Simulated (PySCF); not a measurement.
A geometry optimisation on H12In3P3.

Method: PBE0-D3(BJ)/def2-SVP geometry optimisation, gas phase, def2 core potentials past Kr (PySCF 2.14.0). Start geometry: GFN2-xTB. The input is one job of a driver script: a line of settings, then coordinates in Å.

Command:
```bash
OMP_NUM_THREADS=1 python probes_run.py task.json out
```

Input:
```
{"job": {"xc": "PBE0", "basis": "def2-SVP", "d3": "d3bj", "grid": 1, "maxiter": 40, "shake": 0.03, "kind": "geom"}, "charge": 0, "multiplicity": 1}
In    -0.325990    -1.174360    -2.664390
H     -0.940350    -2.728960    -2.763860
H     -0.135050    -0.144550    -4.078430
P      1.722410    -1.080520    -0.993610
In     2.607960     0.017800     1.141470
H      3.129720    -1.216920     2.183640
H      3.600270     1.386240     0.790210
P      0.286900     0.768450     2.023140
In    -2.230380     1.354360     1.388410
H     -3.242080     0.342960     2.318750
H     -2.486830     3.008970     1.171930
P     -1.848940     0.393520    -1.075090
H      2.585060    -1.734810    -1.621600
H      1.131640    -2.215490    -0.285910
H      0.400250     1.199790     3.330580
H     -0.095620    -0.484820     2.502790
H     -2.999240     0.760010    -1.825090
H     -1.216050     1.565280    -1.465230
```

Output:
```
step   0  E = -1600.94215890  max force = 0.095024
step   1  E = -1600.96780833  max force = 0.008207
step   2  E = -1600.97056068  max force = 0.006856
step   3  E = -1600.97505377  max force = 0.009970
step   4  E = -1600.97671537  max force = 0.009438
step   5  E = -1600.97896262  max force = 0.004330
step   6  E = -1600.97994368  max force = 0.003771
step   7  E = -1600.98086563  max force = 0.003445
step   8  E = -1600.98118823  max force = 0.001128
step   9  E = -1600.98129331  max force = 0.000775
step  10  E = -1600.98133091  max force = 0.001516
step  11  E = -1600.98133823  max force = 0.001477
step  12  E = -1600.98136504  max force = 0.000928
step  13  E = -1600.98139784  max force = 0.000623
step  14  E = -1600.98142172  max force = 0.001132
step  15  E = -1600.98144764  max force = 0.000866
step  16  E = -1600.98148358  max force = 0.000602
step  17  E = -1600.98150528  max force = 0.000613
step  18  E = -1600.98151954  max force = 0.000717
step  19  E = -1600.98152832  max force = 0.000451
step  20  E = -1600.98153654  max force = 0.000357
optimisation converged
```

Energies in Eh; «max force» is the largest Cartesian gradient component in Eh/bohr.

Give the first gradient maximum in eV/Å.

With 1 Eh/bohr = 51.422 eV/Å, 4.886 eV/Å.

Main results: final energy -1600.98154 Eh after 20 steps; dipole 0.82 D.

Give the final coordinates.

0.683 Å rms from the input after alignment:
```
atom  x, y, z in Å
In1   -0.1620   -1.3037   -2.4669
H2    -1.1907   -2.6729   -2.2719
H3     0.6536   -0.7460   -3.8808
P4     1.6664   -1.3891   -0.5772
In5    2.2593    0.5529    1.0963
H6     3.4373   -0.0354    2.2103
H7     2.2773    2.0062    0.1662
P8    -0.1073    0.4471    2.2341
In9   -2.3757    1.0161    1.0268
H10   -3.4575   -0.3010    1.2854
H11   -2.6331    2.7012    1.2928
P12   -1.4091    0.7496   -1.4035
H13    2.8814   -1.8104   -1.1789
H14    1.4440   -2.5449    0.2173
H15   -0.0494    1.2133    3.4277
H16   -0.2166   -0.8341    2.8359
H17   -2.4731    1.0776   -2.2857
H18   -0.6011    1.8904   -1.6503
```

How long does this job take on Arm Neoverse N1, one thread (shared host)? And the peak memory of the process?

About 19 min, with 1.1 GiB resident at the peak, the Python interpreter and its libraries included.
Labels such as C1 count atoms from 1, the log's own numbers from 0.
